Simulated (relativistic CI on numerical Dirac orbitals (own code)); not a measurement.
Pm: calculation against measurement

Computed by Dirac-Coulomb-Breit CI, orbitals from a KLI potential per configuration, model QED (radiative potential, 1s self-energy scaled to tabulated hydrogen-like ionisation energies), valence Slater integrals scaled by 0.85, P86 correlation energy added to each configuration (own radial code, finite nucleus).

Configuration list (outside the closed core [Xe]): 4f⁵6s², 4f⁴6s²5d, 4f⁴6s²6p, 4f⁴6s²7p, 4f⁴6s²8s, 4f⁴6s7s². Levels of other configurations are missing.

```
Configuration  Term (tabulated)     J  Measured (cm⁻¹)  Computed  Error  Purity (%)
       4f⁵6s²               6H°   5/2              0.0         0      0          96
       4f⁵6s²               6H°   7/2            803.8       831     28          97
       4f⁵6s²               6H°   9/2           1748.8      1813     65          98
       4f⁵6s²               6H°  11/2           2797.1      2906    109          98
       4f⁵6s²               6H°  13/2           3919.0      4076    157          97
       4f⁵6s²               6H°  15/2           5089.8      5295    205          96
```

Measured levels from NIST Handbook of Basic Atomic Spectroscopic Data (Sansonetti and Martin, J. Phys. Chem. Ref. Data 34, 1559 (2005)); pairs were made by configuration, J and term (by order where the table uses no LS term), so strongly mixed levels may be paired wrongly.

Mean error by configuration (cm⁻¹): 4f⁵6s² 113. Over the excited levels the mean absolute error is 113 cm⁻¹ (5 of the 12 excited levels that our extract of the source holds in range could be paired, and the others can miss by more), and the median relative error of those above 1,000 cm⁻¹ is 3.9 %. Some levels of the ground configuration have no partner.
